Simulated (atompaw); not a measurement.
Varying the PAW (atompaw) potential for silver (Ag)

Base potential:

* Element: Ag
* Generator: atompaw 4.2.0.5
* Type: PAW
* Functional: PBEsol
* Relativity: scalar-relativistic
* Frozen core: [Kr]
* Valence charge: 11
* Reference configuration: 4d10 5s0 5p1
* Partial waves: 5s (bound, empty): rc 2.70 bohr; 5s channel at 3.05 Ry: rc 2.70 bohr; 5p (bound): rc 2.70 bohr; 5p channel at 3.3 Ry: rc 2.70 bohr; 4d (bound): rc 2.70 bohr; 4d channel at -0.4 Ry: rc 2.70 bohr
* Local potential: ultrasoft scheme with l = 3 at 1 Ry, radius 2.50 bohr
* Core correction: smooth core density matched at 1.95 bohr
* Augmentation charge: besselshape compensation charge, radius 2.10 bohr; PAW radius 2.70 bohr; waves and projectors: custom rrkj gramschmidtortho

All-electron outer shells of the reference configuration (PBEsol, scalar-relativistic, ld1.x):

```csv
shell,level (eV),outermost node (bohr),outermost maximum (bohr)
4s,-97.00,0.44,0.82
4p,-60.57,0.44,0.87
4d,-9.45,0.43,1.04
5s,-5.78,1.11,2.43
5p,-1.68,1.25,3.53
```

Cutoffs, loose and tight: the cutoffs (Ry, on a coarse ladder) from which the occupation-weighted sum of valence levels, in a spherical-Bessel basis at the reference potential, stays within 10 and 1 mRy of its value at 400 Ry. They see the waves, projectors and local potential, not the compensation charge or the core. A dash means not determined.

A true bound ghost makes a file unfit for plane-wave use even where its test errors are small: the radial tests pick states by their node count and pass the ghost by.

```csv
change,outcome,"cutoff, loose","cutoff, tight",bound ghosts
base,generated,15 Ry,25 Ry,none
"all radii scaled by about 0.76 (s 2.06, p 2.06, d 2.06 bohr); local potential ultrasoft scheme with l = 3 at 1 Ry, radius 1.90 bohr; augmentation besselshape compensation charge, radius 1.60 bohr; PAW radius 2.06 bohr; waves and projectors: custom rrkj gramschmidtortho; core correction smooth core density matched at 1.48 bohr",generated,25 Ry,40 Ry,"s, p"
"all radii scaled by about 0.82 (s 2.22, p 2.22, d 2.22 bohr); local potential ultrasoft scheme with l = 3 at 1 Ry, radius 2.06 bohr; augmentation besselshape compensation charge, radius 1.72 bohr; PAW radius 2.22 bohr; waves and projectors: custom rrkj gramschmidtortho; core correction smooth core density matched at 1.60 bohr",generated,21 Ry,35 Ry,none
"all radii scaled by about 0.95 (s 2.56, p 2.56, d 2.56 bohr); local potential ultrasoft scheme with l = 3 at 1 Ry, radius 2.38 bohr; augmentation besselshape compensation charge, radius 2.00 bohr; PAW radius 2.56 bohr; waves and projectors: custom rrkj gramschmidtortho; core correction smooth core density matched at 1.86 bohr",generated,18 Ry,25 Ry,none
"all radii scaled by about 1.10 (s 2.96, p 2.96, d 2.96 bohr); local potential ultrasoft scheme with l = 3 at 1 Ry, radius 2.74 bohr; augmentation besselshape compensation charge, radius 2.30 bohr; PAW radius 2.96 bohr; waves and projectors: custom rrkj gramschmidtortho; core correction smooth core density matched at 2.14 bohr",generated,12 Ry,18 Ry,none
"all radii scaled by about 1.17 (s 3.16, p 3.16, d 3.16 bohr); local potential ultrasoft scheme with l = 3 at 1 Ry, radius 2.92 bohr; augmentation besselshape compensation charge, radius 2.46 bohr; PAW radius 3.16 bohr; waves and projectors: custom rrkj gramschmidtortho; core correction smooth core density matched at 2.28 bohr",generated,10 Ry,15 Ry,none
"all radii scaled by about 1.24 (s 3.34, p 3.34, d 3.34 bohr); local potential ultrasoft scheme with l = 3 at 1 Ry, radius 3.10 bohr; augmentation besselshape compensation charge, radius 2.60 bohr; PAW radius 3.34 bohr; waves and projectors: custom rrkj gramschmidtortho; core correction smooth core density matched at 2.42 bohr",generated,8 Ry,10 Ry,none
"all radii scaled by about 1.29 (s 3.48, p 3.48, d 3.48 bohr); local potential ultrasoft scheme with l = 3 at 1 Ry, radius 3.22 bohr; augmentation besselshape compensation charge, radius 2.70 bohr; PAW radius 3.48 bohr; waves and projectors: custom rrkj gramschmidtortho; core correction smooth core density matched at 2.52 bohr",generated,8 Ry,10 Ry,none
```

Problem. What comes out with this change to the base: all radii scaled by about 0.90 (s 2.42, p 2.42, d 2.42 bohr); local potential ultrasoft scheme with l = 3 at 1 Ry, radius 2.24 bohr; augmentation besselshape compensation charge, radius 1.88 bohr; PAW radius 2.42 bohr; waves and projectors: custom rrkj gramschmidtortho; core correction smooth core density matched at 1.76 bohr?

Solution. outcome: generated; cutoff, loose: 18 Ry; cutoff, tight: 30 Ry; bound ghosts: none.

Reading the sweep of the scale of all radii (base = 1) (base included, trends over the rows without a ghost): The loose cutoff falls from 21 Ry at 0.82 to 8 Ry at 1.29. A larger radius leaves more room for a smooth pseudo-wave, so fewer plane waves are needed; a smaller one forces it to follow the all-electron wave where it bends sharply. Bound ghosts are found at 0.76.
